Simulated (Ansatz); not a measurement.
The cluster Hg₂O₃⁻, relaxed as a doublet with UKS PBE0-D4/def2-SVPD in Ansatz, starting from the GFN1-xTB geometry. Force threshold 0.02 eV/Å.

In the def2 sets Hg takes a core potential; there is no spin–orbit coupling. The charge -1 doublet is spin-contaminated (final ⟨S²⟩ up to 1.58, 0.75 for a pure state). The relaxation made no stability test and no search for a lower SCF solution. Another isomer (doublet) lies 2.14 eV lower at PBE0-D4/def2-TZVPD; other spin states weren't run for this one.

Start:

Cartesian coordinates in Å:
```
Hg 0.375 -0.679 -0.056
Hg -0.939 1.706 0.175
O 0.946 1.399 -0.174
O 1.279 -2.336 -0.273
O -1.662 -0.090 0.328
```

```json
{"step": "1", "energy (eV)": "-14477.6611", "largest force component (eV/Å)": "3.703", "SCF passes": "146"}
{"step": "2", "energy (eV)": "-14478.3359", "largest force component (eV/Å)": "1.266", "SCF passes": "59"}
{"step": "3", "energy (eV)": "-14478.5385", "largest force component (eV/Å)": "0.732", "SCF passes": "53"}
{"step": "4", "energy (eV)": "-14478.5490", "largest force component (eV/Å)": "0.424", "SCF passes": "56"}
{"step": "5", "energy (eV)": "-14478.5917", "largest force component (eV/Å)": "0.074", "SCF passes": "49"}
{"step": "6", "energy (eV)": "-14478.5920", "largest force component (eV/Å)": "0.009", "SCF passes": "52"}
```

Force components are those of the run's own axes.

End:

```xyz
5

Hg    0.158   -0.882   -0.034
Hg   -1.007    2.039    0.203
O     1.025    1.264   -0.195
O     1.543   -2.320   -0.309
O    -1.720   -0.102    0.335
```

By distances, no bond broke or formed. The bond that changes most is Hg2–O5, from 1.94 to 2.26 Å (atoms count from 1).

No frequencies were taken in this run, so the end may be a saddle point.

Hardware: 4 threads of Arm Neoverse V1 on a shared host. Wall time 40 s, peak host memory 0.61 GiB.
